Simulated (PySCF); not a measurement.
C₂H₇ClOSi, SMILES C[C@@H](O)[SiH2]Cl.

Coordinates come from a r2SCAN-D4/def2-SVP optimisation. The structure was generated by enumeration; whether it is a known compound was not checked. One conformer was computed; it need not be the lowest.

Calculation: r2SCAN-D4/def2-SVP (PySCF).

Frequencies are harmonic and unscaled.

```tsv
mode	ν (cm⁻¹)	IR (km/mol)	Raman (Å⁴/amu)	depolarisation	moving atoms (share of kinetic energy)
1	65	0.0	0.3	0.75	Si 22 %, Cl 21 %, H 20 %, O 19 %, C 18 %
2	114	1.2	1.1	0.74	Cl 30 %, O 24 %, Si 18 %, C 16 %, H 12 %
3	223	2.1	0.4	0.75	H 73 %, O 11 %, C 8 %
4	255	4.8	2.2	0.49	C 40 %, H 28 %, Cl 18 %, O 9 %
5	284	4.8	0.7	0.15	H 61 %, O 16 %, Si 13 %, C 8 %
6	336	112.2	2.4	0.70	H 86 %
7	420	38.4	1.8	0.75	C 33 %, H 32 %, O 27 %
8	539	53.3	14.5	0.14	Si 37 %, H 25 %, Cl 23 %, C 10 %
9	574	29.4	6.8	0.71	Si 38 %, H 33 %, Cl 18 %
10	667	15.1	8.8	0.42	H 60 %, C 21 %, Si 16 %
11	736	4.9	15.1	0.72	H 78 %, C 17 %
12	851	201.4	13.2	0.72	H 80 %, Si 9 %
13	906	37.3	3.0	0.72	H 51 %, C 29 %, O 18 %
14	943	83.4	13.7	0.75	H 95 %
15	987	55.8	2.9	0.69	H 76 %, C 18 %
16	1080	0.9	3.2	0.72	C 64 %, H 32 %
17	1092	100.5	1.6	0.34	H 43 %, C 35 %, O 21 %
18	1223	11.4	8.0	0.44	H 63 %, C 36 %
19	1282	10.2	2.3	0.43	H 74 %, C 25 %
20	1370	2.7	3.6	0.66	H 80 %, C 19 %
21	1397	40.9	9.3	0.66	H 84 %, C 11 %
22	1455	10.3	11.1	0.75	H 95 %
23	1470	6.1	15.5	0.75	H 96 %
24	2212	91.3	166.4	0.07	H 98 %
25	2224	128.5	94.8	0.52	H 96 %
26	3016	20.0	152.3	0.01	H 97 %
27	3050	8.6	101.4	0.39	H 92 %
28	3108	19.3	78.8	0.49	H 91 %, C 9 %
29	3130	11.4	99.9	0.72	H 91 %, C 9 %
30	3793	25.5	59.8	0.21	H 94 %
```
